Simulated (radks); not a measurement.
The chlorine anion Cl-, [Ar], held by a Watson sphere: a shell of charge +1 at radius R that stands for the Madelung well of a crystal (potential energy -1/R inside, -1/r outside, in hartree with lengths in bohr). Method: non-relativistic Kohn-Sham, r2SCAN, spin-unpolarised, spherical densities, point nucleus; meta-GGA in the generalised Kohn-Sham scheme; computed with a radial shooting solver on a logarithmic mesh with Libxc functionals.

\begin{tabular}{lrrrrrr}
R (bohr) & e(2p) (eV) & e(3s) (eV) & e(3p) (eV) & <r> 3p (bohr) & sum of <r^2> (bohr^2) & X-ray form factor at sin(theta)/lambda = 0.3 1/angstrom \\ \hline
1.91 & -192.69 & -21.894 & -9.581 & 1.852 & 32.00 & 9.574 \\
2.35 & -192.45 & -20.975 & -8.873 & 1.903 & 33.67 & 9.533 \\
2.66 & -192.20 & -20.376 & -8.351 & 1.933 & 34.66 & 9.524 \\
2.73 & -192.13 & -20.247 & -8.234 & 1.938 & 34.87 & 9.523 \\
3.82 & -190.91 & -18.541 & -6.594 & 1.999 & 37.15 & 9.527 \\
3.98 & -190.73 & -18.334 & -6.388 & 2.005 & 37.37 & 9.528 \\
4.14 & -190.56 & -18.137 & -6.191 & 2.009 & 37.57 & 9.528 \\
4.24 & -190.45 & -18.018 & -6.073 & 2.012 & 37.69 & 9.529 \\
\end{tabular}
